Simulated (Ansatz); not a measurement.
The cluster Ge₃O₄⁺. Total charge 1; doublet. Geometry r2SCAN-D4/def2-SVP.

```xyz
7

Ge   -1.0581   -2.0519   -0.6691
Ge   -0.2665    1.0857   -0.8309
Ge    0.7758   -0.0987    1.1531
O     1.7681    0.4021    2.3693
O    -0.2006    2.6384   -1.3782
O    -1.0734   -0.3468   -1.3958
O     0.0548   -1.6288    0.7516
```

Another isomer (doublet) lies 2.84 eV lower at PBE0-D4/def2-TZVP; other spin states weren't run for this one.

**Question.** Estimate the α-spin orbital energies around the gap (eV) in Ansatz with PBE-D4/def2-TZVP, BLYP-D4/def2-TZVP, r2SCAN-D4/def2-TZVP, PBE0-D4/def2-SVP, PBE0-D4/def2-TZVP.

**Answer.** 
```tsv
orbital	PBE-D4/def2-TZVP	BLYP-D4/def2-TZVP	r2SCAN-D4/def2-TZVP	PBE0-D4/def2-SVP	PBE0-D4/def2-TZVP
HOMO−5	-13.84	-13.70	-14.29	-15.62	-15.60
HOMO−4	-13.29	-13.16	-13.85	-15.20	-15.19
HOMO−3	-13.23	-13.10	-13.67	-14.91	-14.88
HOMO−2	-13.22	-13.10	-13.56	-14.75	-14.73
HOMO−1	-13.05	-12.93	-13.51	-14.58	-14.53
HOMO	-12.47	-12.34	-12.90	-13.87	-13.85
LUMO	-9.30	-9.19	-9.32	-8.61	-8.64
LUMO+1	-9.00	-8.97	-8.88	-8.21	-8.17
LUMO+2	-8.28	-8.19	-8.18	-7.38	-7.40
LUMO+3	-6.67	-6.61	-6.44	-5.75	-5.73
LUMO+4	-6.40	-6.32	-6.12	-5.42	-5.51
LUMO+5	-5.66	-5.57	-5.30	-4.60	-4.68
β HOMO	-12.46	-12.33	-12.59	-13.23	-13.22
β LUMO	-11.69	-11.56	-11.70	-11.11	-11.08
```
